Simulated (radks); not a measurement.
Task: Ta4+, 69 electrons, occupied as [Xe] 4f14 5d1. Method: Dirac Kohn-Sham, LDA (Slater exchange, VWN5 correlation), spin-unpolarised, spherical densities, finite nucleus; open shells are shared between the two j in proportion to 2j + 1; Fermi nuclear charge, rms radius 5.3507 fm; computed with a radial shooting solver on a logarithmic mesh with Libxc functionals. Some entries of the table are withheld. Estimate them.

orbital  occ.  eigenvalue (hartree)  <r> (bohr)  r(max) (bohr)
1s1/2       2             -2471.014         (1)        0.01169
2s1/2       2             -425.6391     0.07840        0.06710
2p1/2       2             -407.0786     0.06489        0.04993
2p3/2       4             -360.4535     0.07273        0.05667
3s1/2       2             -98.68344      0.2045         0.1891
3p1/2       2             -90.39419      0.1944         0.1771
3p3/2       4             -80.35918      0.2090         0.1910
3d3/2       4             -66.27702      0.1830         0.1496
3d5/2       6             -64.08899      0.1875         0.1535
4s1/2       2             -21.33527      0.4590         0.4295
4p1/2       2             -17.91522      0.4646         0.4294
4p3/2       4             -15.59651      0.4980         0.4589
4d3/2       4              -9.95715         (2)         0.4563
4d5/2       6              -9.53113         (3)         0.4658
5s1/2       2              -4.22627       1.091         0.9867
5p1/2       2              -3.21669       1.197          1.059
5p3/2       4              -2.87700       1.291          1.142
4f5/2       6              -2.51235      0.6294         0.4378
4f7/2       8              -2.43903      0.6396         0.4430
5d3/2     0.4              -1.54382       1.708          1.440
5d5/2     0.6              -1.50871       1.746          1.475
6s1/2       0              -1.35535       2.505          2.331
6p1/2       0              -1.09237       2.833          2.635
6p3/2       0              -1.02633       2.995          2.803

Result: 
(1) 1s1/2 <r> (bohr): 0.01868
(2) 4d3/2 <r> (bohr): 0.5167
(3) 4d5/2 <r> (bohr): 0.5282
